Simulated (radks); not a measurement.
Results of a calculation; reference values are marked as such.
Zr26+, 14 electrons, occupied as [Ne] 3s2 3p2 (the NIST ground configuration).

Code: a radial shooting solver on a logarithmic mesh with Libxc functionals. Model: Dirac Kohn-Sham, PBE, spin-unpolarised, spherical densities, finite nucleus; open shells fill j = l - 1/2 first; Fermi nuclear charge, rms radius 4.2694 fm.

Energy parts (eV):
total: -85286.265
kinetic: 88583.033
electron-nucleus: -186351.730
Hartree: 14518.244
exchange-correlation: -2035.812

Orbitals (lengths in bohr, moments of r in powers of bohr; r(90%) holds 90 % of the orbital's charge):
| orbital | occ. | eigenvalue (eV) | r(90%) | <1/r> | <r^2> |
|---|---|---|---|---|---|
| 1s1/2 | 2 | -19068.54 | 0.0663 | 41.26 | 0.001852 |
| 2s1/2 | 2 | -3670.082 | 0.247 | 9.470 | 0.03018 |
| 2p1/2 | 2 | -3474.261 | 0.223 | 9.421 | 0.02279 |
| 2p3/2 | 4 | -3386.095 | 0.228 | 9.020 | 0.02408 |
| 3s1/2 | 2 | -1383.117 | 0.577 | 3.735 | 0.1797 |
| 3p1/2 | 2 | -1315.316 | 0.566 | 3.674 | 0.1684 |
| 3p3/2 | 0 | -1294.746 | 0.575 | 3.576 | 0.1739 |

The highest occupied level is 3p1/2 at -1315.3 eV. For comparison, the ionisation energy in NIST's Atomic Spectra Database is 1344 eV (semi-empirical). In exact Kohn-Sham theory the highest level is minus the ionisation energy, but local and semilocal functionals leave it too shallow, through self-interaction and a potential that decays too fast; potentials with the right tail come closer.

Beside tabulated values, note that spin-unpolarised runs miss the spin-polarisation part of the exchange energy of open shells.
